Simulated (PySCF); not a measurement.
# Computed records: BGeH$_{5}$NO, CH$_{4}$BGeO, B$_{3}$GeH$_{6}$, CH$_{7}$B$_{2}$Ge and others

Computed with PySCF 2.14.0. Calculation on a computer-drawn molecule: the log of a Hartree-Fock and frozen-core CCSD(T) single point meant for a local Hartree-Fock minimum, with one planted fault or none, to be diagnosed. Offsets are logged minus clean, where the clean run is the same molecule without the fault. The reference is restricted for singlets and unrestricted otherwise, and also for a bond in bohr or an excited solution. Adding or removing an electron swaps singlet and doublet. The excited solution moves the top pair (singlet) or top alpha electron (doublet) to the lowest empty orbital. Highest occupied and lowest empty are orbital energies over both spins, largest force is the largest gradient component, triples share is (T) over the correlation energy, the T1 limit is 0.02 restricted and 0.045 unrestricted, electrons count all cores, a negative frequency is imaginary (commonest isotopes), and the dipole is about the centre of nuclear charge; on germanium a core potential holds 10 electrons, which the energies leave out, and 3d is frozen in MP2 and coupled-cluster steps.

Common to all runs: meant charge 1; meant multiplicity 1; meant basis cc-pVDZ; meant basis and core potential on germanium cc-pVDZ-PP ECP10MDF; logged SCF converged yes; possible faults no fault, one electron removed, one electron added, multiplicity raised by two, geometry at a saddle point, SCF held on an excited solution, minimal basis STO-3G, one bond length entered in bohr, all coordinates scaled.

```json
{"entry": 1, "formula": "BGeH5NO", "logged_structure": {"atoms_angstrom": [["B", -0.0749, -1.9888, -4.1708], ["O", -0.12, -1.4245, -3.1071], ["Ge", -0.1934, -0.4325, -1.3064], ["N", -0.0767, 1.2739, -1.6896], ["H", -0.0309, -2.5344, -5.2041], ["H", 1.0562, -1.0533, -0.747], ["H", -1.5665, -0.9155, -0.9302], ["H", 0.7985, 1.7494, -1.8039], ["H", -0.8727, 1.8374, -1.9221]]}, "given": {"logged_electrons": 57, "logged_basis_functions": 90, "logged_spin_squared": 0.7615, "logged_highest_occupied [eV]": -2.5748, "logged_lowest_empty [eV]": 2.8013, "logged_largest_force [hartree/bohr]": 0.097399, "logged_T1_diagnostic": 0.033447, "logged_D1_diagnostic": 0.19691, "logged_triples_share": 0.029204, "logged_CC_converged": "yes", "logged_dipole_magnitude [debye]": 6.8213, "logged_SCF_stable_within_its_kind": "yes", "logged_energy_HF [hartree]": -450.19486, "logged_energy_CCSD(T) [hartree]": -450.7835, "drawn_bonds_atom": [1, 2, 3, 1, 3, 3, 4, 4], "drawn_bonds_other_atom": [2, 3, 4, 5, 6, 7, 8, 9], "drawn_bonds_order": [1, 1, 1, 1, 1, 1, 1, 1]}, "results": {"planted_fault": "one electron added", "HF_energy_offset_from_clean_run [kcal/mol]": -43.89, "CCSD(T)_energy_offset_from_clean_run [kcal/mol]": -59.17}}
{"entry": 2, "formula": "CH4BGeO", "logged_structure": {"atoms_angstrom": [["B", 0.3823, 0.8989, -1.4223], ["O", 0.9909, -0.1447, -1.3724], ["Ge", 1.9777, -1.8357, -1.1994], ["C", 2.3004, -2.1589, 0.4707], ["H", -0.2063, 1.9081, -1.4735], ["H", 2.1005, -2.1994, -2.6401], ["H", 1.9649, -1.4938, 1.2536], ["H", 2.8381, -3.0604, 0.7343]]}, "given": {"logged_electrons": 53, "logged_basis_functions": 85, "logged_spin_squared": 0.7565, "logged_highest_occupied [eV]": -22.758, "logged_lowest_empty [eV]": -11.535, "logged_largest_force [hartree/bohr]": 0.073312, "logged_T1_diagnostic": 0.016054, "logged_D1_diagnostic": 0.040818, "logged_triples_share": 0.026588, "logged_CC_converged": "yes", "logged_dipole_magnitude [debye]": 2.8525, "logged_SCF_stable_within_its_kind": "yes", "logged_energy_HF [hartree]": -432.41158, "logged_energy_CCSD(T) [hartree]": -432.87908, "drawn_bonds_atom": [1, 2, 3, 1, 3, 4, 4], "drawn_bonds_other_atom": [2, 3, 4, 5, 6, 7, 8], "drawn_bonds_order": [1, 1, 2, 1, 1, 1, 1]}, "results": {"planted_fault": "one electron removed", "HF_energy_offset_from_clean_run [kcal/mol]": 280.7, "CCSD(T)_energy_offset_from_clean_run [kcal/mol]": 317.2}}
{"entry": 3, "formula": "CH4BGeO", "logged_structure": {"atoms_angstrom": [["B", 0.3823, 0.8989, -1.4223], ["O", 0.9909, -0.1447, -1.3724], ["Ge", 1.9777, -1.8357, -1.1994], ["C", 2.3004, -2.1589, 0.4707], ["H", -0.2063, 1.9081, -1.4735], ["H", 2.1005, -2.1994, -2.6401], ["H", 1.9649, -1.4938, 1.2536], ["H", 2.8381, -3.0604, 0.7343]]}, "given": {"logged_electrons": 54, "logged_basis_functions": 85, "logged_spin_squared": 0.0, "logged_highest_occupied [eV]": -13.422, "logged_lowest_empty [eV]": -2.659, "logged_largest_force [hartree/bohr]": 3.2682e-05, "logged_lowest_frequency [cm^-1]": 25.564, "logged_T1_diagnostic": 0.018085, "logged_D1_diagnostic": 0.047417, "logged_triples_share": 0.033691, "logged_CC_converged": "yes", "logged_dipole_magnitude [debye]": 5.5634, "logged_SCF_stable_within_its_kind": "yes", "logged_energy_HF [hartree]": -432.85887, "logged_energy_CCSD(T) [hartree]": -433.38462, "drawn_bonds_atom": [1, 2, 3, 1, 3, 4, 4], "drawn_bonds_other_atom": [2, 3, 4, 5, 6, 7, 8], "drawn_bonds_order": [1, 1, 2, 1, 1, 1, 1]}, "results": {"planted_fault": "no fault", "HF_energy_offset_from_clean_run [kcal/mol]": 0.0, "CCSD(T)_energy_offset_from_clean_run [kcal/mol]": 0.0}}
{"entry": 4, "formula": "B3GeH6", "logged_structure": {"atoms_angstrom": [["B", 2.2456, -0.5161, -1.2865], ["Ge", 0.9875, -0.4165, 0.3676], ["B", -1.0691, -0.6177, 0.1244], ["B", 1.7847, -0.1172, 2.2658], ["H", 2.4972, 0.4966, -1.8583], ["H", 2.6691, -1.5823, -1.602], ["H", -1.7075, 0.3676, -0.0689], ["H", -1.534, -1.7111, 0.1875], ["H", 1.9129, 1.0025, 2.6475], ["H", 2.0843, -1.0764, 2.9029]]}, "given": {"logged_electrons": 52, "logged_basis_functions": 95, "logged_spin_squared": 0.0, "logged_highest_occupied [eV]": -10.549, "logged_lowest_empty [eV]": -9.7256, "logged_largest_force [hartree/bohr]": 0.10886, "logged_CC_converged": "no", "logged_dipole_magnitude [debye]": 3.1105, "logged_SCF_stable_within_its_kind": "no", "logged_energy_HF [hartree]": -370.19835, "drawn_bonds_atom": [1, 2, 2, 1, 1, 3, 3, 4, 4], "drawn_bonds_other_atom": [2, 3, 4, 5, 6, 7, 8, 9, 10], "drawn_bonds_order": [1, 1, 1, 1, 1, 1, 1, 1, 1]}, "results": {"planted_fault": "SCF held on an excited solution", "HF_energy_offset_from_clean_run [kcal/mol]": 245.3}, "notes": ["CCSD not converged"]}
{"entry": 5, "formula": "CH7B2Ge", "logged_structure": {"atoms_angstrom": [["B", 0.5357, -2.6135, 2.2604], ["Ge", 0.5916, -0.9538, 1.0065], ["B", -0.9307, 0.4016, 0.4786], ["C", -1.8174, 0.2299, -0.7881], ["H", 0.287, -3.6716, 1.7764], ["H", 0.7557, -2.446, 3.4175], ["H", 1.9725, -0.6819, 0.41], ["H", -1.0059, 1.3255, 1.2309], ["H", -1.506, 1.0231, -1.4843], ["H", -1.7615, -0.7227, -1.3126], ["H", -2.8608, 0.4521, -0.5439]]}, "given": {"logged_electrons": 54, "logged_basis_functions": 100, "logged_spin_squared": 0.0, "logged_highest_occupied [eV]": -10.564, "logged_lowest_empty [eV]": -9.4976, "logged_largest_force [hartree/bohr]": 0.11055, "logged_CC_converged": "no", "logged_dipole_magnitude [debye]": 3.6789, "logged_SCF_stable_within_its_kind": "no", "logged_energy_HF [hartree]": -384.02856, "drawn_bonds_atom": [1, 2, 3, 1, 1, 2, 3, 4, 4, 4], "drawn_bonds_other_atom": [2, 3, 4, 5, 6, 7, 8, 9, 10, 11], "drawn_bonds_order": [1, 1, 1, 1, 1, 1, 1, 1, 1, 1]}, "results": {"planted_fault": "SCF held on an excited solution", "HF_energy_offset_from_clean_run [kcal/mol]": 227.6}, "notes": ["CCSD not converged"]}
{"entry": 6, "formula": "B2GeH5O", "logged_structure": {"atoms_angstrom": [["B", 1.2107, -2.6927, 1.9881], ["Ge", 0.7459, -1.2712, 0.5423], ["B", 1.5044, 0.7145, 0.2799], ["O", 2.4988, 1.0764, -0.4987], ["H", 2.0023, -3.5364, 1.7098], ["H", 0.6687, -2.6104, 3.0441], ["H", -0.4253, -1.6664, -0.3569], ["H", 0.9027, 1.5023, 0.9426], ["H", 2.9752, 0.4557, -1.0307]]}, "given": {"logged_electrons": 55, "logged_basis_functions": 90, "logged_spin_squared": 0.7679, "logged_highest_occupied [eV]": -6.8715, "logged_lowest_empty [eV]": 1.3296, "logged_largest_force [hartree/bohr]": 0.025793, "logged_T1_diagnostic": 0.01653, "logged_D1_diagnostic": 0.05175, "logged_triples_share": 0.026221, "logged_CC_converged": "yes", "logged_dipole_magnitude [debye]": 1.4725, "logged_SCF_stable_within_its_kind": "yes", "logged_energy_HF [hartree]": -420.49002, "logged_energy_CCSD(T) [hartree]": -420.98093, "drawn_bonds_atom": [1, 2, 3, 1, 1, 2, 3, 4], "drawn_bonds_other_atom": [2, 3, 4, 5, 6, 7, 8, 9], "drawn_bonds_order": [1, 1, 1, 1, 1, 1, 1, 1]}, "results": {"planted_fault": "one electron added", "HF_energy_offset_from_clean_run [kcal/mol]": -140.8, "CCSD(T)_energy_offset_from_clean_run [kcal/mol]": -149.9}}
{"entry": 7, "formula": "B2GeH5O", "logged_structure": {"atoms_angstrom": [["B", 1.2107, -2.6927, 1.9881], ["Ge", 0.7459, -1.2712, 0.5423], ["B", 1.5044, 0.7145, 0.2799], ["O", 2.4988, 1.0764, -0.4987], ["H", 2.0023, -3.5364, 1.7098], ["H", 0.6687, -2.6104, 3.0441], ["H", -0.4253, -1.6664, -0.3569], ["H", 0.9027, 1.5023, 0.9426], ["H", 2.9752, 0.4557, -1.0307]]}, "given": {"logged_electrons": 54, "logged_basis_functions": 90, "logged_spin_squared": 0.0, "logged_highest_occupied [eV]": -10.975, "logged_lowest_empty [eV]": -9.6545, "logged_largest_force [hartree/bohr]": 0.10923, "logged_CC_converged": "no", "logged_dipole_magnitude [debye]": 2.81, "logged_SCF_stable_within_its_kind": "no", "logged_energy_HF [hartree]": -419.92432, "drawn_bonds_atom": [1, 2, 3, 1, 1, 2, 3, 4], "drawn_bonds_other_atom": [2, 3, 4, 5, 6, 7, 8, 9], "drawn_bonds_order": [1, 1, 1, 1, 1, 1, 1, 1]}, "results": {"planted_fault": "SCF held on an excited solution", "HF_energy_offset_from_clean_run [kcal/mol]": 214.2}, "notes": ["CCSD not converged"]}
{"entry": 8, "formula": "BGeH4O", "logged_structure": {"atoms_angstrom": [["B", 1.0361, 1.2061, 0.9682], ["Ge", 1.8448, -0.1588, 2.3402], ["O", 1.4064, -1.7788, 2.0182], ["H", -0.0238, 1.6655, 1.2376], ["H", 1.6846, 1.4356, 0.0019], ["H", 2.7371, 0.0148, 3.5548], ["H", 1.7014, -2.5045, 2.5606]]}, "given": {"logged_electrons": 49, "logged_basis_functions": 71, "logged_spin_squared": 0.7692, "logged_highest_occupied [eV]": -6.2558, "logged_lowest_empty [eV]": 0.97218, "logged_largest_force [hartree/bohr]": 0.056409, "logged_dipole_magnitude [debye]": 0.9011, "logged_SCF_stable_within_its_kind": "yes", "logged_energy_HF [hartree]": -395.17704, "drawn_bonds_atom": [1, 2, 1, 1, 2, 3], "drawn_bonds_other_atom": [2, 3, 4, 5, 6, 7], "drawn_bonds_order": [1, 1, 1, 1, 1, 1]}, "results": {"planted_fault": "one electron added", "HF_energy_offset_from_clean_run [kcal/mol]": -128.3}, "notes": ["coupled-cluster numbers left out as unreliable"]}
```
